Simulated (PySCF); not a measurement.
C5H5NO3.
SMILES with atom numbers: `[CH3:1][O:2][C:3](=[O:4])[c:5]1[cH:6][cH:7][o:8][n:9]1` (hydrogens: H10, H11, H12 on C1; H13 on C6; H14 on C7)

The same species was optimised twice, with GFN2-xTB and with PBE0-D3(BJ)/def2-SVP (PySCF), and the same property calculations (PySCF, gas phase) were run on both structures.

| coordinate | GFN2-xTB | PBE0-D3(BJ)/def2-SVP | change |
| --- | --- | --- | --- |
| O8–N9 (Å) | 1.339 | 1.351 | +0.012 |
| C3–C5 (Å) | 1.480 | 1.485 | +0.005 |
| C1–O2 (Å) | 1.421 | 1.417 | -0.004 |
| O2–C3 (Å) | 1.329 | 1.326 | -0.003 |
| C6–C7 (Å) | 1.361 | 1.359 | -0.002 |
| C3=O4 (Å) | 1.206 | 1.204 | -0.002 |
| C7–O8 (Å) | 1.337 | 1.338 | +0.001 |
| C5–C6 (Å) | 1.422 | 1.423 | +0.001 |
| C5–N9 (Å) | 1.312 | 1.313 | +0.001 |
| C5–N9–O8 (°) | 107.3 | 105.7 | -1.6 |
| C6–C5–N9 (°) | 110.3 | 111.8 | +1.5 |
| C3–C5–C6 (°) | 125.7 | 125.0 | -0.7 |
| O4–C3–C5 (°) | 123.2 | 122.4 | -0.8 |
| C3–C5–N9 (°) | 123.9 | 123.2 | -0.7 |
| O2–C3–C5 (°) | 112.3 | 112.9 | +0.6 |
| C5–C6–C7 (°) | 103.1 | 102.5 | -0.6 |
| C7–O8–N9 (°) | 109.7 | 110.2 | +0.5 |
| C1–O2–C3–O4 (°) | 0 | 0 | 0 |
| O2–C3–C5–C6 (°) | 180 | -179 | +1 |

Rotational constants: A = 4762, B = 1064, C = 874.7 MHz (GFN2-xTB) against A = 4768, B = 1065, C = 875.6 MHz (PBE0-D3(BJ)/def2-SVP). Atoms that the bonding makes alike are paired by their places after alignment.

On the GFN2-xTB structure: lowest singlet, TDDFT (eV) 5.36 [CAM-B3LYP/def2-SVPD]; lowest triplet, Tamm–Dancoff (eV) 4.09 [CAM-B3LYP/def2-SVPD]; isotropic polarisability (au) 73.1 [CAM-B3LYP/def2-SVPD]; HOMO (eV) -9.54 [CAM-B3LYP/def2-SVPD]; LUMO (eV) -0.46 [CAM-B3LYP/def2-SVPD]; dipole (D) 1.00 [CAM-B3LYP/def2-SVPD]; HOMO (eV) -8.18 [PBE0/pcSseg-1]; LUMO (eV) -1.49 [PBE0/pcSseg-1]; dipole (D) 0.96 [PBE0/pcSseg-1]; GIAO shielding of C1 (ppm) 132.7 [PBE0/pcSseg-1]; GIAO shielding of O2 (ppm) 146.9 [PBE0/pcSseg-1]; GIAO shielding of C3 (ppm) 18.5 [PBE0/pcSseg-1]; GIAO shielding of O4 (ppm) -101.2 [PBE0/pcSseg-1]; GIAO shielding of C5 (ppm) 26.0 [PBE0/pcSseg-1]; GIAO shielding of C6 (ppm) 71.5 [PBE0/pcSseg-1]; GIAO shielding of C7 (ppm) 21.1 [PBE0/pcSseg-1]; GIAO shielding of O8 (ppm) -77.7 [PBE0/pcSseg-1].

Problem. What do these properties become on the PBE0-D3(BJ)/def2-SVP structure?

Solution. 
```
                                    property                level  on GFN2-xTB  on PBE0-D3(BJ)/def2-SVP  change
                  lowest singlet, TDDFT (eV)  CAM-B3LYP/def2-SVPD         5.36                     5.37   +0.01
           lowest triplet, Tamm–Dancoff (eV)  CAM-B3LYP/def2-SVPD         4.09                     4.10   +0.01
               isotropic polarisability (au)  CAM-B3LYP/def2-SVPD         73.1                     73.4    +0.3
                                   HOMO (eV)  CAM-B3LYP/def2-SVPD        -9.54                    -9.56   -0.02
                                   LUMO (eV)  CAM-B3LYP/def2-SVPD        -0.46                    -0.46    0.00
                                  dipole (D)  CAM-B3LYP/def2-SVPD         1.00                     1.06   +0.06
energy, GFN2-xTB geometry as zero (kcal/mol)  CAM-B3LYP/def2-SVPD          0.0                     -0.5    -0.5
                                   HOMO (eV)        PBE0/pcSseg-1        -8.18                    -8.20   -0.02
                                   LUMO (eV)        PBE0/pcSseg-1        -1.49                    -1.48   +0.01
                                  dipole (D)        PBE0/pcSseg-1         0.96                     1.02   +0.06
energy, GFN2-xTB geometry as zero (kcal/mol)        PBE0/pcSseg-1          0.0                     -0.5    -0.5
                  GIAO shielding of C1 (ppm)        PBE0/pcSseg-1        132.7                    131.9    -0.8
                  GIAO shielding of O2 (ppm)        PBE0/pcSseg-1        146.9                    148.5    +1.6
                  GIAO shielding of C3 (ppm)        PBE0/pcSseg-1         18.5                     18.6    +0.1
                  GIAO shielding of O4 (ppm)        PBE0/pcSseg-1       -101.2                   -101.3    -0.1
                  GIAO shielding of C5 (ppm)        PBE0/pcSseg-1         26.0                     25.0    -1.0
                  GIAO shielding of C6 (ppm)        PBE0/pcSseg-1         71.5                     72.3    +0.8
                  GIAO shielding of C7 (ppm)        PBE0/pcSseg-1         21.1                     20.5    -0.6
                  GIAO shielding of O8 (ppm)        PBE0/pcSseg-1        -77.7                    -83.6    -5.9
```

The heavy atoms differ by 0.017 Å rms after alignment. Among bonds between heavy atoms O8–N9 changes most (+0.012 Å). Changes are differences of the printed values. Neither structure is proved a minimum here.

Conformer computed: `[CH3:1][O:2][C:3](=[O:4])[c:5]1[cH:6][cH:7][o:8][n:9]1`: C1–O2–C3–O4 0°, O2–C3–C5–C6 -179°.
